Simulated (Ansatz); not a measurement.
Reaction (ligand exchange at a B–O bond): `COB(N)O` + HCl → `NB(O)Cl` + CH₃OH

Computed with Ansatz on PBE0-D4/def2-TZVP structures; ΔE is electronic, products minus reactants. CBS: MP2 limit from def2 TZ/QZ plus the TZ coupled-cluster correction, frozen cores. This one scheme is used for every species. DFT in def2-TZVPP. Each species was taken in one conformer, which may not be the lowest.

```tsv
level	ΔE (kJ/mol)	difference from CCSD(T)/CBS
LDA (SPW92)	29.5	2.7
PBE-D4	19.0	-7.8
revPBE-D4	18.1	-8.7
B97M-V	26.0	-0.8
r2SCAN0-D4	25.4	-1.4
ωB97X-V	25.2	-1.6
ωB97M-V	25.8	-1.0
PBE0	19.8	-7.0
LC-ωPBE	23.4	-3.4
HF/CBS(def2)	31.3	4.5
CCSD(T)/CBS	26.8	0
```

Question: What do rigid-rotor, harmonic-oscillator terms from PBE0-D4/def2-TZVP frequencies (298.15 K, 1 bar) make of the CCSD(T)/CBS value? (Best estimate.)

Answer: Ansatz gave: ΔZPE = +8.0 kJ/mol, ΔH = +32.9 kJ/mol, ΔS = 21 J/(mol·K), ΔG = +26.7 kJ/mol.

Largest T1 diagnostic among the species: 0.011.

Leaving LDA and LC-ωPBE aside and taking each functional with its dispersion term where it has one, the values, not all of them listed here, spread over 13.5 kJ/mol, from revPBE-D4 to CAM-B3LYP-D4. LDA lies +12.3 kJ/mol from PBE without D4. At CCSD(T), def2-SVP lies +6.3 kJ/mol from the extrapolated value and def2-TZVPP +2.5 kJ/mol. From BLYP to BHLYP (50 % exact exchange), in def2-TZVPP and without D4, ΔE moves by +7.2 kJ/mol.
